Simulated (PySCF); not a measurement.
# Spinor energies of Zr³²⁺ (zirconium, charge +32)

Start: [He] 2s2 2p4; 2p1/2 filled at m_j = -1/2, +1/2; 2p3/2 filled at m_j = +1/2, +3/2. Calculated with PySCF 2.14 in an uncontracted even-tempered set (17 s from 12 bohr⁻², ratio 2.4; 12 p from 16 bohr⁻², ratio 2.4; 5 d from 60 bohr⁻², ratio 2.6; 4 f from 90 bohr⁻², ratio 2.6): generalised Hartree-Fock with the X2C-1e Hamiltonian and a Gaussian nucleus; one run each with spin-orbit coupling (SO) switched off, then screened by Boettger's factors.

```
spinor shell  electrons  ε, spin-free (eV)  ε, screened SO (eV)  weight of nominal j (screened SO)  rms radius, screened SO (bohr)
       1s1/2          2           -20158.7             -20154.5                              1.000                          0.0425
       2s1/2          2            -4377.0              -4375.8                              1.000                           0.169
       2p1/2          2            -4160.6              -4216.4                              0.983                           0.146
       2p3/2          2            -4160.6              -4130.7                              0.988                           0.150
```

```tsv
quantity	spin-free	screened SO
E (hartree)	-2631.66974	-2633.92007
M_J	2	2
⟨J²⟩	6.000	6.000
⟨L²⟩	2.000	2.980
⟨S²⟩	2.000	1.512
```

Each row is a mean over spinors that exchange with the open shell spreads, by up to 47.811 eV (2s1/2).

Breit and QED terms are absent; they matter most for the inner s and p1/2 levels.

Densities and radii are taken from the X2C orbitals without a picture-change correction, which distorts them close to the nucleus.

Without spin-orbit coupling the j labels of p, d and f shells carry no meaning; the spin-free column gives the mean over the occupied spinors of each nl shell.
